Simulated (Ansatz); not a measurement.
TiS3⁻ (the lowest doublet isomer of a short search) was relaxed with PBE0-D4 (def2-SVPD) in Ansatz in these states: charge -1 doublet, charge -1 quartet. The geometries follow in no particular order.

A:

Cartesian coordinates in Å:
```
Ti 0.0482 -0.0094 0.0207
S -0.8751 -1.4534 1.3449
S 0.6978 -0.6165 -1.9544
S 0.1291 2.0792 0.5888
```

B:

```
atom   x (Å)   y (Å)   z (Å)
 Ti1   0.061  -0.066  -0.111
  S2   1.158  -1.237  -1.939
  S3   0.141   2.008   0.612
  S4  -1.360  -0.705   1.438
```

Q: Judge from the bond lengths which geometry belongs to which state (an estimate).

A: A is the charge -1 doublet (Ti1–S2 2.166 Å, Ti1–S3 2.166 Å, Ti1–S4 2.166 Å); B is the charge -1 quartet (Ti1–S2 2.432 Å, Ti1–S3 2.197 Å, Ti1–S4 2.197 Å).

At PBE0-D4/def2-TZVPD a doublet lies 1.64 eV below the charge -1 quartet. These are the stationary points nearest to one start from a short search; other shapes may lie lower in each state.
